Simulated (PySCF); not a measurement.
Cl2H2OSn. Atoms are numbered in the order given.

```xyz
6

Sn    -0.3062    -0.3058     0.0000
O      0.7808    -1.9538     0.0000
Cl     0.2729     0.9838    -1.8830
Cl     0.2729     0.9838     1.8830
H     -1.9479    -0.7537     0.0000
H      1.7325    -1.7733     0.0000
```

Geometry optimised at B3LYP-D3(BJ)/def2-SVP. The def2 effective core potentials stand for the cores of Sn; spin–orbit coupling is left out. Other conformers were not sampled.

Computed with PBE0/def2-TZVP in PySCF.

Gas-phase values at a fixed geometry.

Computed frontier levels, gap, dipole moment and polarisability:
```
Quantity                                                                                                         Value
---------------------------------------------------------------------------------------------  -----------------------
highest occupied level                                                                                        -9.22 eV
lowest empty level                                                                                            -2.24 eV
orbital gap                                                                                                    6.99 eV
dipole moment                                                                                                0.207 e·Å
quadrupole, principal values (traceless, Buckingham form, about the centre of nuclear charge)  -5.59, -4.88, 10.47 D·Å
mean static polarisability                                                                        64.5 bohr³ (9.56 Å³)
polarisability, principal values                                                                55.3, 64.5, 73.8 bohr³
```
